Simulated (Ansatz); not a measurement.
A nudged elastic band was laid between two geometries of B₂ClH₄NO (9 atoms, charge 0, multiplicity 1).

All numbers below come from RKS B3LYP-D4/cc-pVDZ in Ansatz 0.2.0.

```json
{
  "movable images": "5",
  "climbing image": "yes",
  "spring": "5.0 eV/Å²",
  "optimiser": "quadratic models (default)",
  "start path": "through a guess of the saddle point",
  "force threshold": "0.05 eV/Å",
  "iteration limit": "60",
  "end points": "relaxed"
}
```

Image 0:

```xyz
9
Properties=species:S:1:pos:R:3
B 0.247 1.791 -0.599
O 0.471 0.612 0.043
B -0.165 -0.615 -0.026
N 0.094 -1.565 0.957
Cl -1.294 -1.017 -1.363
H -0.684 1.919 -1.355
H 1.021 2.686 -0.361
H 0.728 -1.373 1.724
H -0.329 -2.483 0.964
```

Image 6:

```xyz
9
Properties=species:S:1:pos:R:3
B 0.203 1.807 -0.574
O 0.224 0.698 0.215
B -0.175 -0.608 -0.012
N 0.079 -1.566 0.964
Cl -1.019 -1.094 -1.521
H 0.610 2.827 -0.074
H -0.198 1.755 -1.709
H 0.551 -1.328 1.828
H -0.186 -2.537 0.867
```

**Question.** Which bonds break or form, and what moves?

**Answer.** No bond is made or broken. The height of N4 over the plane of its neighbours goes from 0.00 to 0.00 Å. The two ends are copies of one structure, up to a mirror image or an exchange of like atoms.

**Question.** Give the energies along the band, and the barrier.

**Answer.** The run converged. The highest image is number 4 of 0 to 6, 0.135 eV above the ends, which have the same energy within 2 meV. A vibrational analysis at the climbing image gives one clearly imaginary mode, 153i cm⁻¹: a first-order saddle point.

```tsv
image	path coordinate (Å)	energy (eV)	height of N4 over the plane of its neighbours (Å)
0	0.00	0.000	0.00
1	0.54	0.004	0.00
2	1.09	0.022	0.00
3	1.63	0.077	-0.03
4	2.18	0.135	0.00
5	3.36	0.018	0.01
6	4.54	0.000	0.00
```

**Question.** What is the geometry of the highest image?

**Answer.** 
```xyz
9
Properties=species:S:1:pos:R:3
B 0.234 1.880 -0.513
O 0.074 0.580 -0.219
B -0.283 -0.725 -0.139
N 0.144 -1.544 0.909
Cl -1.330 -1.410 -1.430
H -0.561 2.682 -0.081
H 1.189 2.210 -1.176
H 0.734 -1.201 1.656
H -0.113 -2.519 0.975
```

**Question.** What are the harmonic wavenumbers there?

**Answer.** 153i, 60, 184, 309, 379, 387, 516, 556, 601, 842, 990, 1056, 1120, 1258, 1359, 1541, 1610, 2553, 2636, 3601, 3714 cm⁻¹.

The band took 23 iterations and about 5 core-minutes.

The run took 4.9 min on 1 thread of Intel(R) Xeon(R) 6975P-C (Granite Rapids), with other jobs on the host, peak memory 0.27 GiB.
